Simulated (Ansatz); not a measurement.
Two structures of CH6InN, closed shell, reached by relaxing down either side of one saddle point (PBE0-D4/def2-TZVP). Energies are electronic, without zero-point energy. Ansatz 0.2.0; basis: def2-TZVPP and def2-QZVPP; cores frozen in the correlated methods. Filled d shells of the heavier atoms are correlated. Core potentials replace the inner electrons of the atoms past krypton. The def2 sets are not built for correlating such inner shells, so the correlated values are less sure here. Extrapolation: Hartree–Fock as exp(−7.88 √X), correlation as X^−2.97. First:

```tsv
atom	x (Å)	y (Å)	z (Å)
In1	-1.4789	-1.7863	-0.5188
N2	-0.6213	-1.5013	1.3515
H3	-0.0060	1.1984	0.0134
C4	0.5621	1.2349	-0.9164
H5	0.1661	-0.9021	1.5587
H6	-0.8848	-1.9939	2.1946
H7	1.2348	0.3782	-0.9721
H8	1.1494	2.1524	-0.9450
H9	-0.1214	1.2196	-1.7657
```

Second:

In1  (-1.079, -1.027, -1.134)
N2  (-0.180, -0.870, 1.372)
H3  (0.423, -0.055, 1.396)
C4  (0.178, 0.844, -1.320)
H5  (0.363, -1.675, 1.659)
H6  (-0.915, -0.740, 2.056)
H7  (1.227, 0.633, -1.074)
H8  (-0.174, 1.620, -0.628)
H9  (0.158, 1.270, -2.328)
(Å)

Question: Which bonds change from the first to the second?

Answer: InNH₂ ([NH2][In]) + CH₄ → CH₃In ([CH3][In]) + NH₃; bonds formed: In1–C4, N2–H3; bonds broken: In1–N2, H3–C4.

Question: Give the saddle point's structure and its height above each. (Judge from chemistry; the value comes from the calculation.)

Answer: The calculation gives: 150.1 kJ/mol above the first and 107.0 kJ/mol above the second (CCSD(T) at an estimated basis limit (MP2 extrapolated from triple and quadruple zeta, plus CCSD(T) − MP2 in triple zeta)).
```
9
angstrom
In -0.7981 -1.5014 -0.9834
N -0.3317 -0.8578 1.1885
H 0.0382 0.0437 0.3157
C 0.3327 0.8139 -0.8540
H 0.4027 -1.3114 1.7197
H -1.0722 -0.6051 1.8326
H 1.1483 0.5243 -1.5291
H 0.7327 1.6191 -0.2223
H -0.4524 1.2746 -1.4678
```

The search had been set up for a 1,1-elimination (forming N2–H3, breaking In1–N2, In1–H3); from that guess it ended on this step instead.

The T1 diagnostic stays at or below 0.016.

Labels in which every atom is bracketed show which atoms are joined, not bond orders.

For scale, one of the runs: CCSD(T)/def2-TZVPP, 196 basis functions, launched by `ansatz run in.yaml --threads 4 --pin off --events-out ev --progress --plain --max-ram 9574MiB`. The run took 56 s on 4 CPU threads of an Arm Neoverse V1 (shared host), with 2.6 GiB of host memory at its peak.
